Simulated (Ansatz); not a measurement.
Mulliken charges of BrGaH3N (`[NH2][GaH][Br]`) from r2SCAN/def2-TZVPP in Ansatz (PBE0-D4/def2-TZVP geometry).

```tsv
atom	x (Å)	y (Å)	z (Å)	charge (e)
N1	-0.578	0.218	-0.824	-0.428
Ga2	0.350	0.052	0.710	0.414
Br3	1.605	-1.863	0.833	-0.300
H4	-1.177	0.995	-1.040	0.163
H5	-0.547	-0.468	-1.558	0.173
H6	0.347	1.067	1.878	-0.022
```

Task: By hand: the dipole of these point charges (1 e Å = 4.8032 D).

Result: Σ q r = (-0.383, 0.545, -0.084) e Å, of length 0.671 e Å = 3.22 D.

Task: How does the dipole of the full density compare? (Estimate.)

Result: Computed: (-0.337, 0.363, -0.208) e Å, 2.58 D; the point charges give 1.25 times that, at 17° from its direction.

Point charges leave out the atoms' own dipoles, such as those of lone pairs, and Mulliken's split depends on the basis, so the two needn't agree.
